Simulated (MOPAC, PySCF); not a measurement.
CH2OS, SMILES `C(=S)O` (H–O–C–S torsion 180°), neutral singlet in the gas phase. 

Cartesian coordinates (Å):
SMILES: OC=S
```xyz
5

O      0.8597    -0.4275     0.3154
C     -0.3530     0.0333    -0.0230
S     -1.7332    -0.6267     0.4787
H      1.5499     0.1138    -0.0936
H     -0.3234     0.9071    -0.6775
```
Charge 0, spin multiplicity 1.

All levels are single points at this geometry (B3LYP-D3(BJ)/def2-TZVP); Pople sets use spherical d functions. Orbital energies aren't observables, and empty levels follow the basis.

M06-2X/6-31G* in PySCF gives HOMO (eV) = -7.84.

### Question
Estimate the HOMO (eV) from each of these levels: TPSSh-D3(BJ)/def2-TZVP in PySCF; B3LYP/3-21G in PySCF; B3LYP/LANL2DZ in PySCF; SVWN5/6-31G* in PySCF; PM7 in MOPAC.

### Answer

```tsv
level	HOMO (eV)
TPSSh-D3(BJ)/def2-TZVP in PySCF	-6.11
B3LYP/3-21G in PySCF	-6.35
B3LYP/LANL2DZ in PySCF	-6.50
SVWN5/6-31G* in PySCF	-5.45
PM7 in MOPAC	-9.00
```
